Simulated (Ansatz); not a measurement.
Cost and result up the ladder for `FC(F)(F)c1cc2sc(-c3cc4sc(-c5cc6sc(-c7cc8sc(-c9cc%10sc(-c%11cc%12sc(C(F)(F)F)cc%12s%11)cc%10s9)cc8s7)cc6s5)cc4s3)cc2s1` (68 atoms). Total charge 0; singlet. Geometry: r2SCAN-D4/def2-SVP.

Cartesian coordinates in Å:
```
F 8.563 -0.143 17.458
C 9.027 -1.043 16.572
F 10.339 -0.814 16.401
F 8.898 -2.251 17.152
C 8.309 -0.963 15.268
C 8.886 -0.819 14.024
C 7.897 -0.799 13.013
S 7.906 -0.641 11.286
C 6.148 -0.753 11.226
C 5.474 -0.681 9.957
C 6.032 -0.555 8.689
C 5.042 -0.510 7.687
S 5.053 -0.363 5.958
C 3.292 -0.433 5.899
C 2.618 -0.355 4.634
C 3.171 -0.347 3.356
C 2.179 -0.258 2.359
S 2.184 -0.206 0.625
C 0.424 -0.108 0.579
C -0.257 -0.029 -0.681
C 0.278 -0.108 -1.964
C -0.718 0.021 -2.954
S -0.733 0.016 -4.689
C -2.481 0.249 -4.717
C -3.173 0.343 -5.971
C -2.662 0.211 -7.259
C -3.665 0.375 -8.237
S -3.708 0.333 -9.969
C -5.436 0.672 -9.980
C -6.163 0.778 -11.219
C -7.541 0.870 -11.380
C -7.897 0.969 -12.742
S -9.396 1.110 -13.604
C -8.540 1.137 -15.126
C -9.300 1.231 -16.406
F -10.132 2.288 -16.420
F -10.062 0.143 -16.627
F -8.458 1.354 -17.445
C -7.172 1.042 -14.993
C -6.808 0.947 -13.629
S -5.313 0.816 -12.760
C -5.947 0.803 -8.692
C -4.946 0.631 -7.716
S -4.906 0.673 -5.983
C -3.014 0.327 -3.434
C -2.017 0.198 -2.447
S -2.004 0.208 -0.713
C -0.128 -0.114 1.857
C 0.865 -0.199 2.854
S 0.858 -0.249 4.587
C 2.734 -0.559 7.168
C 3.725 -0.602 8.170
S 3.714 -0.746 9.898
C 5.591 -0.904 12.490
C 6.584 -0.930 13.495
S 6.568 -1.080 15.222
H 9.962 -0.731 13.875
H 7.108 -0.499 8.515
H 4.245 -0.411 3.173
H 1.342 -0.257 -2.156
H -1.610 0.003 -7.463
H -8.242 0.851 -10.545
H -6.490 1.045 -15.844
H -6.994 1.027 -8.486
H -4.078 0.469 -3.240
H -1.203 -0.065 2.041
H 1.659 -0.626 7.341
H 4.517 -0.988 12.662
```

Ansatz on 11 threads of AMD EPYC 7R13 on a shared host and a whole NVIDIA H100 80GB HBM3. Times are rough, and most runs start from the orbitals of an earlier one. PBE0-D4/def2-TZVP serves as the yardstick here, not as an exact answer. Differences are given only for rows in sets of like size (and for xTB, whose basis is part of the method), since another set adds its own error. Binding counts from free atoms at the same level (F doublet, C triplet, S triplet, H doublet; other spins of the atoms weren't run), without zero-point energy or a counterpoise term.

Single mean-field runs in def2-SVP, def2-TZVP are fitted with def2-universal-jkfit.

| level | functions | wall time |
| --- | --- | --- |
| PBE-D4/def2-SVP | 892 | 10 s |
| PBE0-D4/def2-SVP | 892 | 10 s |
| PBE0-D4/def2-TZVP | 1880 | 16 s |
| PBE-D4/def2-TZVP (with forces) | 1880 | 17 s |
| r2SCAN-D4/def2-TZVP (with forces) | 1880 | 18 s |

(1) Estimate what each level gives for the binding energy per atom (eV).

## Answers

(1) 
| level | binding energy per atom (eV) | difference from PBE0-D4/def2-TZVP (eV) |
| --- | --- | --- |
| PBE-D4/def2-SVP | 5.65 | – |
| PBE0-D4/def2-SVP | 5.46 | – |
| PBE0-D4/def2-TZVP | 5.39 | 0.00 |
| PBE-D4/def2-TZVP (with forces) | 5.57 | 0.18 |
| r2SCAN-D4/def2-TZVP (with forces) | 5.33 | -0.06 |
